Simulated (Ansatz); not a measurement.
Tl3H4. Total charge 0; doublet. Geometry PBE-D4/def2-SVP.

```xyz
7

Tl    0.3560    2.1813   -1.1041
Tl   -1.4027   -1.1680   -0.5385
Tl    1.1152   -0.5839    1.4271
H    -1.0947    0.6481   -1.4530
H     0.6092   -1.7202   -0.2691
H     1.4049    1.2278    0.4984
H    -0.9879   -0.5852    1.4394
```

In the def2 sets Tl takes a core potential; there is no spin–orbit coupling. LC-ωPBE has ω = 0.4 bohr⁻¹. The structure comes from a short search, and lower isomers may exist.

Estimate the α-spin orbital energies around the gap (eV) in Ansatz with PBE-D4/def2-SVP, PBE0-D4/def2-SVP, PBE0-D4/def2-TZVP, LC-ωPBE/def2-TZVP, ωB97X-V/def2-TZVP.


| orbital | PBE-D4/def2-SVP | PBE0-D4/def2-SVP | PBE0-D4/def2-TZVP | LC-ωPBE/def2-TZVP | ωB97X-V/def2-TZVP |
| --- | --- | --- | --- | --- | --- |
| HOMO−9 | -15.02 | -17.14 | -17.09 | -19.88 | -19.67 |
| HOMO−8 | -14.99 | -17.10 | -17.04 | -19.81 | -19.61 |
| HOMO−7 | -14.93 | -17.04 | -16.99 | -19.76 | -19.56 |
| HOMO−6 | -11.73 | -13.27 | -13.23 | -16.65 | -16.12 |
| HOMO−5 | -9.94 | -11.12 | -11.10 | -13.93 | -13.56 |
| HOMO−4 | -9.26 | -10.47 | -10.45 | -13.33 | -12.93 |
| HOMO−3 | -6.30 | -7.40 | -7.41 | -10.01 | -9.71 |
| HOMO−2 | -6.03 | -6.96 | -6.96 | -9.27 | -8.98 |
| HOMO−1 | -5.83 | -6.74 | -6.75 | -9.02 | -8.75 |
| HOMO | -4.59 | -5.36 | -5.37 | -7.52 | -7.17 |
| LUMO | -2.48 | -1.78 | -1.79 | 0.06 | -0.06 |
| LUMO+1 | -1.59 | -0.98 | -0.99 | 0.70 | 0.66 |
| LUMO+2 | -1.26 | -0.67 | -0.73 | 0.80 | 0.77 |
| LUMO+3 | -1.14 | -0.54 | -0.57 | 1.02 | 0.98 |
| LUMO+4 | -0.33 | 0.24 | 0.12 | 1.61 | 1.59 |
| LUMO+5 | 0.18 | 0.96 | 0.69 | 2.30 | 2.24 |
| β HOMO | -5.64 | -6.36 | -6.35 | -8.21 | -8.07 |
| β LUMO | -4.13 | -3.56 | -3.56 | -1.89 | -2.08 |
